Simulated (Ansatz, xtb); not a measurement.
C6H2N2O: 4 structures ranked

4 gas-phase structures of C6H2N2O, from a drawn sample of its isomers (lower ones may exist). Each was relaxed with GFN2-xTB:

A. `N#Cc1cocc1C#N`, a singlet
B. `N#Cc1coc(C#N)c1`, a singlet
C. `N#Cc1ccoc1C#N`, a singlet
D. `N#Cc1ccc(C#N)o1`, a singlet

Q: Estimate their order in r2SCAN-D4/def2-SVP energy at these geometries, lowest first.

A: Calculated order at r2SCAN-D4/def2-SVP: A (0.0), B (0.2), C (0.9), D (1.3) kcal/mol. Less than 1 kcal/mol parts A and B; B and C; C and D, so the order within those pairs means little.

Energies above the lowest of each column, in kcal/mol; the last columns are at PBE0-D3(BJ)/def2-SVP geometries:

```
structure  GFN2-xTB  HF/STO-3G  r2SCAN-D4/def2-SVP  PBE0-D3(BJ)/def2-SVP  CCSD(T)/def2-SVP + ΔMP2/def2-TZVPP
        A       0.0        0.0                 0.0                   0.0                                 0.0
        B       0.7        0.6                 0.2                   0.5                                 0.8
        C       0.9        1.8                 0.9                   1.4                                 1.8
        D       1.8        2.5                 1.3                   2.1                                 2.6
```

Every level run on A puts it lowest or level with the lowest. ΔMP2 is the change of the MP2 energy from the smaller to the larger basis.

Over these structures GFN2-xTB departs from r2SCAN-D4/def2-SVP by 0.2 kcal/mol on average once a common shift is removed. A GFN2-xTB relaxation took about 0.46 s and the r2SCAN-D4/def2-SVP energy about 9.4 s on a shared host (Ansatz 0.2.0, xtb 6.7.1).
